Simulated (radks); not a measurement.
Effect of the nuclear size on the caesium ion Cs2+, [Kr] 4d10 5s2 5p5. Calculated with a radial shooting solver on a logarithmic mesh with Libxc functionals: Dirac Kohn-Sham, exchange-only LDA, spin-unpolarised, spherical densities, finite nucleus; open shells are shared between the two j in proportion to 2j + 1; Fermi nuclear charge, rms radius 4.8041 fm. The rms radius is varied about that value; shifts are against it.

rms radius (fm),total energy shift (eV),density at nucleus (e/bohr^3),1s1/2 shift (meV),2s1/2 shift (meV),4p1/2 shift (meV),5s1/2 shift (meV),5p1/2 shift (meV),5p3/2 shift (meV),6s1/2 (empty) shift (meV)
3.9874,-2.32,3.054e+05,-970,-116,0.363,-0.768,0.084,0.097,-0.140
4.4006,-1.19,2.999e+05,-498,-59.3,0.186,-0.394,0.043,0.050,-0.072
4.8041,0,2.95e+05,0.000,0.000,0.000,0.000,0.000,0.000,0.000
5.1596,1.12,2.911e+05,468,55.7,-0.175,0.370,-0.040,-0.047,0.067
5.5872,2.55,2.868e+05,1070,127,-0.399,0.844,-0.092,-0.106,0.154

Slopes of the eigenvalues against <r^2> in GHz/fm^2, as finite differences over the two radii next to the reference (eigenvalue slopes, not the field-shift constants of lines): 1s1/2 32200, 2s1/2 3830, 4p1/2 -12.0, 5s1/2 25.5, 5p1/2 -2.78, 5p3/2 -3.20, 6s1/2 (empty) 4.64.
